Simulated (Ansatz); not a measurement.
This geometry of CH₂AlClLi (6 atoms, charge 1, multiplicity 1) is a first-order saddle point.

Computed with Ansatz 0.2.0, RKS PBE0-D4/def2-SVP.

```xyz
6
Properties=species:S:1:pos:R:3
Li -0.252 -2.706 -0.626
C -0.150 -0.841 0.324
Al 0.189 1.083 -0.396
Cl -0.376 -0.858 1.974
H 0.409 1.092 -1.956
H 0.179 2.230 0.681
```

**Question.** Which two structures does it join? (They come from a converged band through this point; their orientation in space is the band's.)

**Answer.** No bond is made or broken. The dihedral Cl4–C2–Al3–H6 goes from 92 to -92°. The two ends are copies of one structure, up to a mirror image or an exchange of like atoms.

Image 0:

```xyz
6
Properties=species:S:1:pos:R:3
Li 0.352 -2.318 1.466
C -0.195 -0.814 0.113
Al 0.258 1.130 -0.172
Cl -1.288 -1.445 -0.992
H 1.535 1.343 -1.072
H -0.662 2.105 0.658
```

Image 6:

```xyz
6
Properties=species:S:1:pos:R:3
Li 0.508 -2.380 1.318
C -0.202 -0.812 0.120
Al 0.266 1.127 -0.180
Cl -1.487 -1.368 -0.802
H -0.459 2.099 0.827
H 1.374 1.334 -1.284
```

**Question.** How far does it lie above each of them?

**Answer.** 15.0 kJ/mol above the first and 15.0 kJ/mol above the second. This is the barrier of this one path; another mechanism may lie lower. Limits of this set-up: the dipole of an ion depends on the origin.

Time of the run: 3.1 min on 1 thread of AMD EPYC 9R14 (Zen 4) (shared host), peak memory 0.24 GiB.
